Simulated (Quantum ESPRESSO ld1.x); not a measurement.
The mean radii <r> (bohr) of the occupied orbitals of an atom or ion are listed with their occupations. All-electron calculation, scalar-relativistic Kohn-Sham, LDA (Slater exchange, VWN5 correlation), spin-polarised, spherical densities, point nucleus. Program: ld1.x of Quantum ESPRESSO 7.5.

orbital  occ.      <r>
1s up       1  0.03187
1s down     1  0.03187
2s up       1   0.1364
2s down     1   0.1363
2p up       3   0.1185
2p down     3   0.1185
3s up       1   0.3317
3s down     1   0.3320
3p up       1   0.3210

Name the element and its charge. Open shells, if any, are filled with parallel spins first.

Answer. Z = 46, palladium, charge +33: Pd33+ in [Ne] 3s2 3p1. The 1s radius gives Z: for a bare nucleus <r> = (2 gamma + 1)/(2Z) with gamma = sqrt(1 - (Z/c)^2), 0.03135 bohr for Z = 46, and screening makes it slightly larger (0.03187 here). The occupations add up to 13, and the charge is Z minus that.
